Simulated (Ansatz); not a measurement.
C$_{2}$H$_{7}$AlFN, SMILES `[CH3][Al]([NH2])[CH2]F`. Charge 0, multiplicity 1.

Z-matrix (Å, degrees):
```
C
Al 1 1.945
H 1 1.094 2 110.8
H 1 1.093 2 112.7 3 121.1
H 1 1.094 2 110.8 3 -117.9
N 2 1.772 1 121.3 3 -121.0
C 2 1.987 1 122.5 3 59.0
H 6 1.007 2 124.6 1 0.0
H 6 1.007 2 125.7 1 -180.0
F 7 1.405 2 109.9 1 0.1
H 7 1.097 2 113.0 1 119.9
H 7 1.097 2 113.0 1 -119.7
```

What are the harmonic wavenumbers in cm⁻¹ at PBE0-D4/def2-TZVP (Ansatz, finite differences of forces, unscaled)? (An estimate is asked.)

Ansatz gave: 28, 46, 97, 176, 185, 274, 368, 424, 538, 593, 604, 663, 682, 754, 836, 1027, 1222, 1240, 1274, 1440, 1443, 1457, 1572, 3019, 3041, 3063, 3116, 3131, 3606, 3694.

Is this a minimum?

Yes, all 30 modes are real.

Give the ideal-gas thermochemistry at 298.15 K and 1 bar (rigid rotor, harmonic oscillator; point group Cs, symmetry number 1).

Zero-point energy 236.9 kJ/mol; H(298) − E = 262.0 kJ/mol; entropy 385.2 J/(mol·K), of which translation 165.1, rotation 113.5, vibration 106.6; G(298) − E = 147.1 kJ/mol. Modes under 100 cm⁻¹ are hindered rotations or soft bends, so the harmonic entropy is rough.

And at 400, 500, 600, 800 and 1000 K?


| T (K) | H − E (kJ/mol) | S (J/mol/K) | G − E (kJ/mol) |
| --- | --- | --- | --- |
| 400 | 275.8 | 425.0 | 105.8 |
| 500 | 291.3 | 459.5 | 61.6 |
| 600 | 308.4 | 490.5 | 14.0 |
| 800 | 346.0 | 544.6 | -89.6 |
| 1000 | 387.4 | 590.7 | -203.3 |

Rotational constants (cm⁻¹)?

0.1688, 0.08207, 0.05636.
